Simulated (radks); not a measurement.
Values are calculated unless marked as measured or tabulated.
Coherent X-ray form factor from a spherical all-electron density. Code: a radial shooting solver on a logarithmic mesh with Libxc functionals. Model: scalar-relativistic Kohn-Sham, LDA (Slater exchange, VWN5 correlation), spin-polarised, spherical densities, point nucleus.

| sin(theta)/lambda (1/angstrom) | f0 (electrons) |
|---|---|
| 0.05 | 55.429 |
| 0.1 | 52.066 |
| 0.15 | 48.541 |
| 0.2 | 45.218 |
| 0.25 | 42.100 |
| 0.3 | 39.242 |
| 0.4 | 34.406 |
| 0.5 | 30.508 |
| 0.6 | 27.214 |
| 0.8 | 22.028 |
| 1 | 18.549 |
| 1.25 | 15.700 |
| 1.5 | 13.443 |
| 2 | 9.516 |

The species is in the configuration that NIST lists as its ground one. Which atom or ion scatters so?

Answer. Neutral lanthanum, [Xe] 5d1 6s2. Extrapolating in s^2 from the first two rows gives f0(0) = 56.6, near the electron count 57; among species with that count, the fall with angle is slower the higher Z, and the table is that of Z = 57; from so few rows the species is fixed only to a neighbour or two.
